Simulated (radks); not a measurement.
Species: C3+. Configuration: [He] 2s1. Calculated with a radial shooting solver on a logarithmic mesh with Libxc functionals: scalar-relativistic Kohn-Sham, exchange-only r2SCAN, spin-unpolarised, spherical densities, finite nucleus; meta-GGA in the generalised Kohn-Sham scheme; Fermi nuclear charge, rms radius 2.4702 fm; without spin polarisation the odd electron is poorly described.

Unscreened Slater integrals over Kohn-Sham orbitals (hartree). Empty in this configuration: 2p.

integral      value
F0(2s,2s)   0.69583
F0(2s,1s)   0.96959
G0(2s,1s)  0.080274
F0(2s,2p)   0.71414
G1(2s,2p)   0.43696
F0(1s,1s)    3.5154
F0(1s,2p)    1.0210
G1(1s,2p)   0.13190
F0(2p,2p)   0.74185
F2(2p,2p)   0.35228
